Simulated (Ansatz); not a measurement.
CH₆BNS (`CNBS`), relaxed with RKS PBE-D4/def2-SVP in Ansatz from a rough embedded geometry. The force threshold is 0.03 eV/Å; the program also tests the step.

The species carries charge 0 and has multiplicity 1.

Start:

```xyz
10

C    -0.444   -1.113    0.125
N    -0.269   -0.027    1.015
B     0.011    1.207    0.211
S     1.598    1.442   -0.891
H     0.438   -1.395   -0.487
H    -0.736   -2.065    0.720
H    -1.347   -0.954   -0.570
H     0.579   -0.199    1.555
H    -0.750    2.192    0.295
H     0.919    0.913   -1.973
```

Task: By how much does the energy fall, and how many steps does the optimiser take? (Best estimate.)

Result: Ansatz gave: 199.83 kJ/mol, in 17 steps.

Task: Which bonds change most? (Best estimate.)

Result: Ansatz gave: B3–S4 from 1.946 to 1.831 Å; N2–B3 from 1.499 to 1.404 Å; C1–H6 from 1.160 to 1.113 Å; C1–H7 from 1.150 to 1.107 Å.

Task: Give the relaxed structure. (An estimate is asked.)

Result: Computed: 
```xyz
10

C    -0.811   -1.285    0.400
N     0.309   -0.371    0.292
B     0.306    0.877   -0.351
S     1.831    1.889   -0.385
H    -0.609   -2.259   -0.097
H    -1.075   -1.500    1.460
H    -1.699   -0.836   -0.084
H     1.166   -0.710    0.738
H    -0.712    1.277   -0.882
H     1.294    2.918   -1.091
```
